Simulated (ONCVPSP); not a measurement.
## Reading a pseudo-wave (chromium)

Columns: radius, all-electron u(r) and pseudo u(r) of the 3s shell (level -73.99 eV) of chromium in the configuration [Ne] 3s2 3p6 3d5 4s1; PBE, scalar-relativistic, ONCV scheme, ONCVPSP 4.0.1.

```tsv
r (bohr)	all-electron	pseudo
0.085	-0.0179	0.1981
0.170	-0.5793	0.3883
0.255	-0.5152	0.5634
0.340	-0.1120	0.7172
0.425	0.3484	0.8444
0.510	0.7281	0.9418
0.595	0.9864	1.0077
0.680	1.1276	1.0422
0.765	1.1745	1.0470
0.850	1.1544	1.0253
0.935	1.0907	0.9811
1.020	1.0021	0.9195
1.105	0.9019	0.8456
1.190	0.7991	0.7644
1.275	0.6997	0.6805
1.360	0.6068	0.5976
1.445	0.5223	0.5187
1.530	0.4468	0.4457
1.615	0.3803	0.3801
1.700	0.3223	0.3223
1.785	0.2723	0.2722
1.870	0.2293	0.2293
1.955	0.1926	0.1926
2.040	0.1615	0.1615
2.125	0.1351	0.1351
2.210	0.1129	0.1129
```

Task: How many radial nodes do the two functions have?

Result: The all-electron 3s function has n − l − 1 = 2 (the table is too coarse to show those close to the nucleus); the pseudo-wave has 0, since the states of the same l below it are removed with the core.

Task: At about which radius was the pseudo-wave matched?

Result: 1.70 bohr, where the columns begin to agree (steps of 0.09 bohr).

Task: Is the pseudo-wave norm-conserving?

Result: Yes: the ONCV scheme keeps the norm inside the radius equal to the all-electron one, which fixes the energy derivative of the logarithmic derivative at the level.
